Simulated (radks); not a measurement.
Results of a calculation; reference values are marked as such.
Valence configurations of neutral silicon (all share [Ne]). Code: a radial shooting solver on a logarithmic mesh with Libxc functionals. Model: Dirac Kohn-Sham, BLYP, spin-unpolarised, spherical densities, point nucleus; open shells fill j = l - 1/2 first. Energies are relative to 3s2 3p2; eigenvalues in eV.

valence      E (eV)  e(3p1/2)  e(3p3/2)  e(3s1/2)
3s2 3p2       0.000    -3.937         -   -10.667
3p4          13.893    -5.037    -5.000         -
3s1 3p3       6.860    -4.514    -4.479   -11.430
3s1.5 3p2.5   3.406    -4.234    -4.200   -11.061
3s0.5 3p3.5  10.356    -4.782    -4.745   -11.780

NIST lists [Ne] 3s2 3p2 as the ground configuration; this level of theory agrees among the configurations tried. The energies are those of spherical spin-averaged densities, not of single terms.
